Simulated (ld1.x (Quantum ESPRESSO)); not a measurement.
# Tc, TM: configuration errors across variants

```
Element                 : Tc
Generator               : ld1.x (Quantum ESPRESSO) 7.5
Type                    : norm-conserving Troullier–Martins (Kleinman–Bylander form)
Functional              : PBEsol
Relativity              : scalar-relativistic
Frozen core             : [Ar] 3d10 4s2
Valence charge          : 13
Reference configuration : 4p6 4d5 5s2 5p0
Partial waves           : 5s (bound): rc 2.45 bohr; 4p (bound): rc 1.20 bohr; 4d (bound): rc 1.30 bohr
Local potential         : the d channel
Core correction         : a·sin(br)/r model core inside 1.10 bohr
```

All-electron excitation energies from the reference (eV): (1) 4p6 4d5 5s1 5p0 8.196; (2) 4p6 4d5 5s0 5p0 23.036; (3) 4p6 4d4 5s0 5p0 51.726; (4) 4p5 4d5 5s2 5p0 51.458; (5) 4p6 4d5.5 5s1.5 5p0 -0.621; (6) 4p6 4d4 5s2 5p0 11.654; (7) 4p6 4d5 5s1 5p1 3.802.

A true bound ghost makes a file unfit for plane-wave use even where its test errors are small: the radial tests pick states by their node count and pass the ghost by.

Errors AE − PS in meV (a dash: test not solved or not reliable):

```tsv
change	(1)	(2)	(3)	(4)	(5)	(6)	(7)	bound ghosts
base	-6.0	-38	+32	-67	-9.9	-2.2	-4.1	s
all radii but the core radius scaled by about 0.93 (s 2.26, p 1.12, d 1.20 bohr)	-4.9	-33	+23	-42	-8.2	+8.4	-2.4	s
all radii but the core radius scaled by about 1.13 (s 2.76, p 1.36, d 1.46 bohr)	-6.2	-39	+33	-82	-10	-6.0	-1.7	s
all radii but the core radius scaled by about 1.25 (s 3.06, p 1.50, d 1.62 bohr)	-5.9	-39	+4.2	-77	-7.7	+3.1	+3.5	s
all radii but the core radius scaled by about 1.35 (s 3.32, p 1.62, d 1.76 bohr)	-6.0	-45	-45	-67	-4.3	+17	+7.5	s
```

(1) Give the same row for: all radii but the core radius scaled by about 0.80 (s 1.96, p 0.96, d 1.04 bohr).

Answers

(1) -0.1, -15, -1.0, +143, -1.8, +78, +7.7; bound ghosts: s.
